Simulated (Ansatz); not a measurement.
# Redistribution: C2H9FSi2 + SiH2(CH3)(GeH3) → CH7FSi2 + SiH(CH3)2(GeH3)

Gas-phase species: C2H9FSi2 `C[SiH2]C[SiH2]F`, singlet; SiH2(CH3)(GeH3), singlet; CH7FSi2 `F[SiH2]C[SiH3]`, singlet; SiH(CH3)2(GeH3), singlet. The partners trade CH3 for H; both sit on Si, so the bond types are kept.

Shapes, held fixed at every level: PBE0-D4/def2-TZVP. Flexible molecules stand in one conformer, not always the lowest. Programs: Ansatz 0.2.0. Electronic energies: no zero-point or thermal term.

| level | kind | ΔE (kJ/mol) | less CCSD(T)/def2-TZVPP |
| --- | --- | --- | --- |
| HF/def2-TZVPP | Hartree–Fock | +4.0 | +0.9 |
| PBE-D4/def2-TZVPP | GGA | +4.3 | +1.2 |
| PBE0-D4/def2-TZVPP | global hybrid | +4.5 | +1.4 |
| wB97X-V/def2-TZVPP | range-separated hybrid | +4.4 | +1.3 |
| B2PLYP/def2-TZVPP | double hybrid | +3.7 | +0.6 |
| CCSD/def2-TZVPP | coupled cluster or CI | +3.2 | +0.1 |
| CCSD(T)/def2-TZVPP | coupled cluster or CI | +3.1 | 0.0 |

The highest level, CCSD(T)/def2-TZVPP, gives ΔE = +3.1 kJ/mol; the levels span +3.1 to +4.5. That is about zero within the method's error. The column of differences is taken from that level and isn't an error. No measured value is set beside it here. Relativity is left out for Ge. Outer-core shells of Ge are correlated, in sets that cover them unevenly.
